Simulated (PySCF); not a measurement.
Computed with PBE-D3(BJ)/def2-TZVP // TPSSh-D3(BJ)/def2-TZVP in PySCF. Isolated molecules, 0 K electronic values unless said otherwise. One relaxed conformer stands for a flexible species; it need not be the lowest. 

Reference species (SMILES): `[AlH3]` (neutral, multiplicity 1).

```
Property         Result
-------------  --------
HOMO–LUMO gap   4.78 eV
HOMO           -7.30 eV
LUMO           -2.53 eV
```

Changed species: `[OH][Al]([OH])[OH]` (3 of 3 H replaced by OH; the reference has 0 of 3 H replaced by OH).

Q: What does the change do to the HOMO–LUMO gap, HOMO and LUMO?

A: the HOMO–LUMO gap increases by 1.17 eV, to 5.95 eV; the HOMO hardly moves; the LUMO rises by 1.19 eV, to -1.34 eV.
